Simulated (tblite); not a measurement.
Parent: `[CH3:1][CH2:2][Si@@H:3]([CH2:4][F:5])[CH2:6][SiH3:7]` with C1–C2–Si3–C4 -33°, C2–Si3–C4–F5 -179°, C2–Si3–C6–Si7 -48°, C4H13FSi2.

The geometries are computed with GFN2-xTB (gas phase). One conformer each, not checked by frequencies here.

```
coordinate of the parent    value
                   C1–C2  1.526 Å
                  C2–Si3  1.909 Å
                  Si3–C4  1.923 Å
                   C4–F5  1.384 Å
                  Si3–C6  1.902 Å
                  C6–Si7  1.904 Å
               C1–C2–Si3   114.5°
               C2–Si3–C4   108.7°
               C2–Si3–C6   113.4°
               C4–Si3–C6   107.9°
               Si3–C4–F5   109.6°
              Si3–C6–Si7   117.9°
```

Problem. How does the shared frame change in `[CH3:1][CH2:2][Si@H:3]([CH2:4][SiH3:5])[SiH2:6][CH2:7][F:8]` with C1–C2–Si3–C4 -62°, C2–Si3–C4–Si5 171°, C2–Si3–Si6–C7 61°, Si3–Si6–C7–F8 49°, C4H15FSi3? Atoms pair as C1 = C1, C2 = C2, Si3 = Si3, C6 = C4, Si7 = Si5 (parent first).

Solution. 
```
    parent    relative  value in the relative  change
     C1–C2       C1–C2                1.524 Å  -0.002
    C2–Si3      C2–Si3                1.918 Å  +0.009
    Si3–C6      Si3–C4                1.907 Å  +0.005
    C6–Si7      C4–Si5                1.899 Å  -0.005
 C1–C2–Si3   C1–C2–Si3                 113.5°    -1.0
 C2–Si3–C6   C2–Si3–C4                 109.1°    -4.3
Si3–C6–Si7  Si3–C4–Si5                 115.8°    -2.1
```

Of the parent's bonds, C2–Si3 changes most (+0.009 Å). Bonds of the relative outside the shared frame: Si3–Si6 2.322, Si6–C7 1.926, C7–F8 1.385 Å. Point group C1 → C1.

Problem. How does the shared frame change in `[CH3:1][CH2:2][Si@H:3]([CH2:4][F:5])[S:6][CH2:7][SiH3:8]` with C1–C2–Si3–C4 58°, C2–Si3–C4–F5 54°, C2–Si3–S6–C7 -60°, Si3–S6–C7–Si8 -177°, C4H13FSSi2? Atoms pair as C1 = C1, C2 = C2, Si3 = Si3, C4 = C4, F5 = F5 (parent first).

Solution. 
```
   parent   relative  value in the relative  change
    C1–C2      C1–C2                1.529 Å  +0.003
   C2–Si3     C2–Si3                1.908 Å  -0.001
   Si3–C4     Si3–C4                1.912 Å  -0.011
    C4–F5      C4–F5                1.380 Å  -0.004
C1–C2–Si3  C1–C2–Si3                 113.3°    -1.2
C2–Si3–C4  C2–Si3–C4                 110.8°    +2.1
Si3–C4–F5  Si3–C4–F5                 109.7°    +0.1
```

Of the parent's bonds, Si3–C4 changes most (-0.011 Å). Bonds of the relative outside the shared frame: Si3–S6 2.148, S6–C7 1.831, C7–Si8 1.906 Å. Point group C1 → C1.

Problem. How does the shared frame change in `[CH3:1][CH2:2][S:3][Si@@H:4]([CH2:5][F:6])[CH2:7][SiH3:8]` with C1–C2–S3–Si4 82°, C2–S3–Si4–C5 62°, S3–Si4–C5–F6 166°, S3–Si4–C7–Si8 -62°, C4H13FSSi2? Atoms pair as Si3 = Si4, C4 = C5, F5 = F6, C6 = C7, Si7 = Si8 (parent first).

Solution. 
```csv
parent,relative,value in the relative,change
Si3–C4,Si4–C5,1.923 Å,0.000
C4–F5,C5–F6,1.380 Å,-0.004
Si3–C6,Si4–C7,1.887 Å,-0.015
C6–Si7,C7–Si8,1.910 Å,+0.006
C4–Si3–C6,C5–Si4–C7,110.5°,+2.6
Si3–C4–F5,Si4–C5–F6,109.8°,+0.2
Si3–C6–Si7,Si4–C7–Si8,116.4°,-1.5
```

Of the parent's bonds, Si3–C6 changes most (-0.015 Å). Bonds of the relative outside the shared frame: C1–C2 1.516, C2–S3 1.834, S3–Si4 2.153 Å. Point group C1 → C1.

Problem. How does the shared frame change in `[CH3:1][CH2:2][Si@H:3]([CH2:4][SiH3:5])[CH2:6][CH2:7][F:8]` with C1–C2–Si3–C4 176°, C2–Si3–C4–Si5 -173°, C2–Si3–C6–C7 61°, Si3–C6–C7–F8 180°, C5H15FSi2? Atoms pair as C1 = C1, C2 = C2, Si3 = Si3, C4 = C6, C6 = C4, Si7 = Si5 (parent first).

Solution. 
```csv
parent,relative,value in the relative,change
C1–C2,C1–C2,1.525 Å,-0.001
C2–Si3,C2–Si3,1.911 Å,+0.002
Si3–C4,Si3–C6,1.909 Å,-0.014
Si3–C6,Si3–C4,1.903 Å,+0.001
C6–Si7,C4–Si5,1.901 Å,-0.003
C1–C2–Si3,C1–C2–Si3,113.5°,-1.0
C2–Si3–C4,C2–Si3–C6,110.2°,+1.5
C2–Si3–C6,C2–Si3–C4,109.4°,-4.0
C4–Si3–C6,C6–Si3–C4,110.3°,+2.4
Si3–C6–Si7,Si3–C4–Si5,116.2°,-1.7
```

Of the parent's bonds, Si3–C4 changes most (-0.014 Å). Bonds of the relative outside the shared frame: C6–C7 1.513, C7–F8 1.381 Å. Point group C1 → C1.

Problem. How does the shared frame change in `[CH3:1][CH2:2][Si@@H:3]([CH2:4][F:5])[CH2:6][NH:7][SiH3:8]` with C1–C2–Si3–C4 179°, C2–Si3–C4–F5 173°, C2–Si3–C6–N7 175°, Si3–C6–N7–Si8 -156°, C4H14FNSi2? Atoms pair as C1 = C1, C2 = C2, Si3 = Si3, C4 = C4, F5 = F5, C6 = C6 (parent first).

Solution. 
```tsv
parent	relative	value in the relative	change
C1–C2	C1–C2	1.525 Å	-0.001
C2–Si3	C2–Si3	1.907 Å	-0.002
Si3–C4	Si3–C4	1.929 Å	+0.006
C4–F5	C4–F5	1.384 Å	0.000
Si3–C6	Si3–C6	1.913 Å	+0.011
C1–C2–Si3	C1–C2–Si3	112.8°	-1.7
C2–Si3–C4	C2–Si3–C4	106.5°	-2.2
C2–Si3–C6	C2–Si3–C6	111.9°	-1.5
C4–Si3–C6	C4–Si3–C6	108.1°	+0.2
Si3–C4–F5	Si3–C4–F5	110.6°	+1.0
```

Of the parent's bonds, Si3–C6 changes most (+0.011 Å). Bonds of the relative outside the shared frame: C6–N7 1.450, N7–Si8 1.715 Å. Point group C1 → C1.
